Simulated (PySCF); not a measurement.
## Bond length, frequency and bond energy of NiN by level of theory

State: ⁴Σ⁻ (quartet), unpaired electrons σ ↑, π ↑↑. Set-up: Ni def2-TZVPPD, N def2-TZVPPD; no relativity (PySCF 2.14). De refers to Ni (3d8 4s2) + N in their high-spin ground configurations, without counterpoise correction. The functionals are run spin-unrestricted. A positive dipole means Ni(−)N(+). Levels whose curve was spin-contaminated or gave no clean fit are not listed.

```tsv
Level	Re (Å)	ωe (cm⁻¹)	De (eV)	μ (D)	CPU s a point (SCF and correlation, without the integrals)
LDA	1.583	904	n/a	-3.37	2.9
PBE	1.613	837	n/a	-3.43	4.4
r²SCAN	1.600	829	n/a	-3.48	3.9
PBE0	1.653	551	n/a	-4.12	5.5
HSE06	1.655	550	n/a	-4.07	5.2
MN15	1.618	742	n/a	-3.94	6.3
BHandHLYP	1.840	516	n/a	-4.99	3.8
```

(1) What does a quarter of exact exchange do here, going from PBE to PBE0?

(2) What does the step from GGA to meta-GGA do here, going from PBE to r²SCAN?

De is left out where the level can put another filling of the metal’s s and d shells below the measured ground configuration, by anything from nothing to about 1 eV. The state is the lowest single determinant that the PBE0 search found; with open d or f shells the true ground state can be another one.

The whole job (state search and all levels along the bond) took about 23 min on 2 threads of Arm Neoverse V1 (shared host), peak memory 4.8 GiB.

Results:

(1) PBE0 less PBE: +4.0 pm in Re, -34.2 % in ωe. Exact exchange removes part of the self-interaction that spreads semilocal densities, and in most molecules shortens and stiffens the bond and lowers De; here Re and ωe go the other way.

(2) r²SCAN less PBE: -1.3 pm in Re, -1.0 % in ωe.
